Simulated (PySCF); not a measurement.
## Radial density of Sm+ (samarium, charge +1)

PBEsol, [Xe] 4f5 6s1 6p1, one real determinant (an excited configuration). Computed with PySCF 2.14 in x2c-TZVPPall with one added diffuse shell each of s, p, d, f type (12s8p8d5f2g, 129 functions), with scalar relativity by spin-free X2C-1e.

```tsv
r (bohr)	4πr²ρ (e/bohr)	4πr²(ρα − ρβ)
0.0264	73.01	0.0051
0.0445	85.85	0.0132
0.0748	108.2	0.0084
0.126	80.72	0.0562
0.212	94.14	0.7048
0.356	39.67	3.2187
0.599	43.47	5.6677
1.01	14.81	3.6442
1.69	6.400	0.8045
2.85	1.021	0.5323
4.79	0.4452	0.4431
8.06	0.01618	0.0162
13.6	0.0001280	0.0001
```

Densities and radii are taken from the X2C orbitals without a picture-change correction, which distorts them close to the nucleus.

⟨L²⟩ = 26.01 against 42 for a pure I term, so this real determinant mixes terms. Spin-orbit coupling, absent here, splits the open shell strongly.
